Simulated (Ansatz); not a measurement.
Reaction (redistribution): `[OH][InH][Cl]` + `C[N](C)[Ga]([Br])[Br]` → `C[N](C)[InH][OH]` + `[Cl][Ga]([Br])[Br]`

Program: Ansatz. Geometries: PBE0-D4/def2-TZVP. ΔE: electronic, gas phase. CCSD(T)/CBS adds triple-zeta CCSD(T) − MP2 to the extrapolated MP2 energy (def2 sets, frozen cores). Functionals use def2-TZVPP. HSE06 is defined as in plane-wave codes. def2 core potentials past Kr. For Br, Ga, In outer-core shells are correlated without core-valence functions, which leaves a few kJ/mol of doubt a bond. Scalar relativity is left out up to krypton. One conformer a species, not always the lowest.

| level | ΔE (kJ/mol) |
| --- | --- |
| PBE0-D4 | 56.9 |
| HSE06-D4 | 56.7 |
| r2SCANh | 56.8 |
| MP2/CBS(def2) | 56.0 |

Q: What does CCSD(T)/CBS give? (Estimate.)

A: The calculation gave: +56.2 kJ/mol. The listed levels differ from it by 0.7, 0.5, 0.6, -0.2 kJ/mol.

Largest T1 diagnostic among the species: 0.016.

From BLYP to BHLYP (50 % exact exchange), in def2-TZVPP and without D4, ΔE moves by +6.5 kJ/mol. In def2-TZVPP, CCSD(T) changes the Hartree–Fock value by −5.7 kJ/mol (the triples alone add −0.9 kJ/mol) and MP2 by −5.9 kJ/mol.
